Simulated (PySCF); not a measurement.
## Steps of a relaxation of [OsO3Cl3]−

[OsO3Cl3]− (singlet; a saddle point, relaxed within its symmetry). PySCF 2.14.0, RKS B3LYP, Os def2-SVP with ECP60, O def2-SVP, Cl def2-SVP; non-relativistic Hamiltonian with scalar-relativistic core potentials where named; density fitting; no spin-orbit coupling. Origin of the start: template. Columns: position (Å) and force (eV/Å). Energies are counted from the last step; some of the 13 steps are shown. Forces carry noise of the integration grid, about 0.01 to 0.03 eV/Å.

Run from Python with OMP_NUM_THREADS=2. Where DIIS fails, smearing, a level shift and second-order steps follow.
It took 91 s on 2 threads of Arm Neoverse V1, on a shared host, from the converged density of the start.

```xyz
7
step 0  E = 13.717 eV
Os    0.1527    0.0000    0.0000   -18.52    0.00    0.00
O     0.1527    0.0000    1.4652    -2.18    0.00   36.44
O     0.1527    0.0000   -1.4652    -2.18    0.00  -36.44
O     1.6179    0.0000    0.0000    30.74    0.00    0.00
Cl    0.1527    2.1762    0.0000    -0.34    6.32    0.00
Cl   -2.0235    0.0000    0.0000    -7.17    0.00    0.00
Cl    0.1527   -2.1762    0.0000    -0.34   -6.32    0.00
```

```xyz
7
step 4  E = 0.073 eV
Os    0.2430    0.0000    0.0000     0.77    0.00    0.00
O     0.0554    0.0000    1.7495    -0.36    0.00   -0.56
O     0.0554    0.0000   -1.7495    -0.36    0.00    0.56
O     1.9751    0.0000    0.0000    -0.08    0.00    0.00
Cl    0.1299    2.4171    0.0000     0.05   -0.04    0.00
Cl   -2.2305    0.0000    0.0000    -0.08    0.00    0.00
Cl    0.1299   -2.4171    0.0000     0.05    0.04    0.00
```

```xyz
7
step 8  E = 0.001 eV
Os    0.2735    0.0000    0.0000    -0.01    0.00    0.00
O    -0.0427    0.0000    1.7128     0.01    0.00    0.04
O    -0.0427    0.0000   -1.7128     0.01    0.00   -0.04
O     2.0008    0.0000    0.0000    -0.07    0.00    0.00
Cl    0.2101    2.4175    0.0000     0.04    0.02    0.00
Cl   -2.2512    0.0000    0.0000    -0.02    0.00    0.00
Cl    0.2101   -2.4175    0.0000     0.04   -0.02    0.00
```

Task: Where does the relaxation end?

Result: It converges at step 12 in C2v:
```xyz
7
step 12  E = 0
Os    0.2675    0.0000    0.0000
O    -0.0476    0.0000    1.7138
O    -0.0476    0.0000   -1.7138
O     1.9929    0.0000    0.0000
Cl    0.2249    2.4209    0.0000
Cl   -2.2569    0.0000    0.0000
Cl    0.2249   -2.4209    0.0000
```

Task: How did the contacts change?

Result: 
| contact | start (Å) | end (Å) |
| --- | --- | --- |
| Os1–O2 (O) | 1.465 | 1.742 |
| Os1–O3 (O) | 1.465 | 1.742 |
| Os1–O4 (O) | 1.465 | 1.725 |
| Os1–Cl5 (Cl) | 2.176 | 2.421 |
| Os1–Cl6 (Cl) | 2.176 | 2.524 |
| Os1–Cl7 (Cl) | 2.176 | 2.421 |
